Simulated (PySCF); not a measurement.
B(SiH3)3 (BH9Si3), SMILES [SiH3]B([SiH3])[SiH3].

Coordinates come from a PBE0-D3(BJ)/def2-SVP optimisation.

The numbers are results of PBE0-D3(BJ)/def2-SVP in PySCF, not measurements.

Frequencies are harmonic and unscaled.

Computed harmonic wavenumbers and intensities:
| mode | ν (cm⁻¹) | IR (km/mol) | Raman (Å⁴/amu) | depolarisation | moving atoms (share of kinetic energy) |
|---|---|---|---|---|---|
| 1 | 52 | 0.0 | 0.1 | 0.75 | H 96 % |
| 2 | 76 | 0.2 | 1.2 | 0.75 | H 75 %, Si 23 % |
| 3 | 84 | 0.4 | 0.9 | 0.75 | H 61 %, Si 35 % |
| 4 | 129 | 0.3 | 0.2 | 0.59 | Si 48 %, H 47 % |
| 5 | 132 | 0.1 | 0.0 | – | H 64 %, Si 33 % |
| 6 | 177 | 8.0 | 0.3 | 0.74 | H 52 %, B 46 % |
| 7 | 328 | 0.4 | 5.7 | 0.09 | Si 76 %, H 24 % |
| 8 | 381 | 6.9 | 4.1 | 0.75 | H 89 %, Si 10 % |
| 9 | 429 | 1.2 | 14.1 | 0.21 | H 76 %, Si 23 % |
| 10 | 532 | 0.6 | 0.1 | 0.75 | H 89 %, Si 10 % |
| 11 | 558 | 17.7 | 5.7 | 0.72 | H 68 %, Si 21 %, B 11 % |
| 12 | 571 | 7.7 | 12.8 | 0.75 | H 75 %, Si 22 % |
| 13 | 619 | 56.8 | 7.8 | 0.73 | H 50 %, B 37 %, Si 13 % |
| 14 | 824 | 44.6 | 9.3 | 0.75 | B 52 %, H 44 % |
| 15 | 830 | 53.3 | 9.7 | 0.75 | B 49 %, H 48 % |
| 16 | 872 | 258.2 | 8.5 | 0.75 | H 59 %, B 23 %, Si 17 % |
| 17 | 872 | 278.6 | 6.0 | 0.74 | H 63 %, B 20 %, Si 17 % |
| 18 | 890 | 5.3 | 40.3 | 0.53 | H 92 % |
| 19 | 905 | 3.8 | 19.0 | 0.75 | H 98 % |
| 20 | 915 | 31.8 | 42.0 | 0.75 | H 95 % |
| 21 | 916 | 12.5 | 20.8 | 0.75 | H 93 % |
| 22 | 945 | 58.7 | 29.7 | 0.75 | H 97 % |
| 23 | 949 | 39.5 | 18.3 | 0.69 | H 96 % |
| 24 | 955 | 65.7 | 10.5 | 0.68 | H 97 % |
| 25 | 2180 | 35.6 | 214.8 | 0.22 | H 97 % |
| 26 | 2181 | 8.6 | 72.5 | 0.75 | H 97 % |
| 27 | 2184 | 83.8 | 275.0 | 0.13 | H 97 % |
| 28 | 2214 | 87.9 | 72.8 | 0.75 | H 97 % |
| 29 | 2214 | 101.5 | 17.7 | 0.73 | H 97 % |
| 30 | 2218 | 45.5 | 492.6 | 0.08 | H 97 % |
| 31 | 2219 | 31.7 | 15.8 | 0.75 | H 96 % |
| 32 | 2222 | 92.3 | 132.3 | 0.75 | H 96 % |
| 33 | 2225 | 164.6 | 276.3 | 0.36 | H 96 % |
